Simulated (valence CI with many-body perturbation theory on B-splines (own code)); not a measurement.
Zn¹⁶⁺: what each term of the Hamiltonian does

Computed by valence CI with perturbative core correlation (CI+MBPT): four valence electrons over a frozen Dirac-Fock core [Ne], a basis of 11 s, 11 p, 9 d, 7 f, 5 g, 2 h, 1 i functions for each j, with the one-electron correlation potential Σ1, the two-electron term Σ2, the three-electron term Σ3, Breit, model QED; selected CI, second order for the rest (own B-spline code, finite nucleus).

No measured levels were compared; by estimate levels of excited configurations hold to 0.05 to 0.15 % of their energy, terms of the ground configuration to about 0.5 %.

Each rung adds one term. CI alone is the Dirac-Coulomb CI over the frozen core; QED comes last and gives the full result, which names the levels. Energies are above 3s2 3p2 3P_0 on the same rung, in eV.

Names give the largest LS component (configuration and term), which can be under half, so a name can repeat, a term be missing and a line seem to break the LS rules; names also repeat where a configuration has a term twice.

| Level | CI alone | Σ1 | Σ2 | Σ3 | Breit | QED | Full |
| --- | --- | --- | --- | --- | --- | --- | --- |
| 3s2 3p2 3P_1 | 2.892 | +0.0148 | +0.0112 | +0.0033 | -0.0846 | +0.0091 | 2.846 |
| 3s2 3p2 3P_2 | 4.909 | +0.0195 | +0.0056 | +0.0001 | -0.1260 | +0.0114 | 4.819 |
| 3s2 3p2 1D_2 | 10.404 | +0.0328 | -0.0096 | -0.0079 | -0.1836 | +0.0175 | 10.253 |
| 3s2 3p2 1S_0 | 17.189 | +0.0343 | -0.0531 | -0.0325 | -0.1654 | +0.0147 | 16.987 |
| 3s 3p3 5S°_2 | 37.153 | -0.0894 | +0.1849 | +0.0437 | -0.0651 | -0.1196 | 37.108 |
| 3s 3p3 3D°_1 | 48.222 | -0.0853 | +0.0523 | +0.0305 | -0.0570 | -0.1090 | 48.053 |
| 3s 3p3 3D°_2 | 48.324 | -0.0834 | +0.0559 | +0.0306 | -0.0702 | -0.1088 | 48.148 |
| 3s 3p3 3D°_3 | 49.420 | -0.0767 | +0.0649 | +0.0327 | -0.1362 | -0.1052 | 49.199 |
| 3s 3p3 3P°_0 | 55.420 | -0.0745 | -0.0128 | +0.0106 | -0.0895 | -0.1071 | 55.147 |
| 3s 3p3 3P°_1 | 55.754 | -0.0722 | -0.0141 | +0.0121 | -0.1176 | -0.1048 | 55.457 |
| 3s 3p3 3P°_2 | 55.959 | -0.0716 | -0.0107 | +0.0170 | -0.1369 | -0.0982 | 55.659 |
| 3s 3p3 1D°_2 | 61.074 | -0.0673 | -0.0710 | +0.0272 | -0.2061 | -0.0667 | 60.690 |
| 3s 3p3 3S°_1 | 68.508 | -0.0789 | -0.6100 | -0.0119 | -0.0565 | -0.1240 | 67.627 |
| 3s2 3p 3d 3F°_2 | 69.719 | -0.0846 | -0.1107 | -0.0317 | -0.2035 | -0.0014 | 69.287 |
| 3s2 3p 3d 3F°_3 | 71.509 | -0.0728 | -0.1031 | -0.0330 | -0.2736 | +0.0058 | 71.032 |
| 3s 3p3 1P°_1 | 73.731 | -0.0577 | -0.4948 | -0.0173 | -0.1692 | -0.1024 | 72.890 |
| 3s2 3p 3d 3F°_4 | 74.372 | -0.0554 | -0.0891 | -0.0310 | -0.3673 | +0.0135 | 73.843 |
| 3s2 3p 3d 3P°_2 | 78.772 | -0.0772 | -0.5031 | -0.0748 | -0.1974 | -0.0243 | 77.895 |
| 3s2 3p 3d 3D°_1 | 80.157 | -0.0838 | -0.5048 | -0.0815 | -0.1905 | -0.0117 | 79.285 |

The middle columns are the shifts that each term adds.

**Question.** How does the ionisation energy move along the ladder, and which term matters most?

**Answer.** CI alone 576.82, + Σ1 577.54, + Σ2 577.41, + Σ3 577.28, + Breit 577.01, + QED 577.03 eV. The largest step is Σ1, 0.73 eV. NIST lists 577.8 ± 1.3 eV (semi-empirical).
